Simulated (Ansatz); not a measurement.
Ideal-gas functions of `F[Si](F)(F)I` at 800 K and 1 bar, from an Ansatz frequency run at PBE0-D4/def2-TZVP.

Molar mass 211.98 g/mol, point group C3v (symmetry number 3), electronic degeneracy 1, moments of inertia 122.642, 454.608, 454.608 u Å². Harmonic wavenumbers (cm⁻¹, unscaled): 177, 177, 242, 321, 321, 474, 857, 998, 998.

Use S(trans) = R[1.5 ln M + 2.5 ln T − 1.1517]; rotational temperatures θ = 24.2544 K / I; S(rot) = R[ln(√π/σ · √(T³/θAθBθC)) + 1.5]; for each mode x = 1.438777 ν̃/T, S = R[x/(eˣ − 1) − ln(1 − e⁻ˣ)] and H = RT x/(eˣ − 1); 1 cm⁻¹ = 0.0119627 kJ/mol; R = 8.31446 J/(mol·K).

Task: By hand: the entropy, in J/(mol·K).

Result: Translation 196.2. Rotation: θ = 0.1978, 0.0534, 0.0534 K, giving 122.6. Vibration, mode by mode: 17.87, 17.87, 15.30, 13.00, 13.00, 9.89, 5.49, 4.48, 4.48, in all 101.4. Electronic 0.0. Sum 420.2 J/(mol·K).

Task: By hand: H − E and G − E in kJ/mol, counted from the electronic energy.

Result: Zero-point energy ½ × 4565 × 0.0119627 = 27.3; thermal vibration 38.2; translation, rotation and pV give 4 RT = 26.6. H − E = 92.1 kJ/mol, and G − E = 92.1 − 800 × 420.2/1000 = -244.1 kJ/mol.

Vibration gives 24 % of the entropy.
